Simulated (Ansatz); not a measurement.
H2Te2 (Te2H2). Total charge 0; singlet. Geometry relaxed at r2SCAN-D4/def2-TZVP.

```xyz
4

Te   -1.1330   -0.7075    0.6231
Te    1.3524    0.3492    0.4710
H    -1.9128    0.6023   -0.0470
H     1.6934   -0.2440   -1.0471
```

In the def2 sets Te takes a core potential; there is no spin–orbit coupling.

Problem. Estimate the harmonic wavenumbers at RKS r2SCAN-D4/def2-TZVP (Ansatz, unscaled). Is this a minimum?

Solution. 199, 327, 598, 601, 2094, 2096 cm⁻¹. Yes, no mode is imaginary beyond noise. Zero-point energy 35.4 kJ/mol. Hardware: 4 threads of Intel Xeon on a shared host. Wall time 87 s.
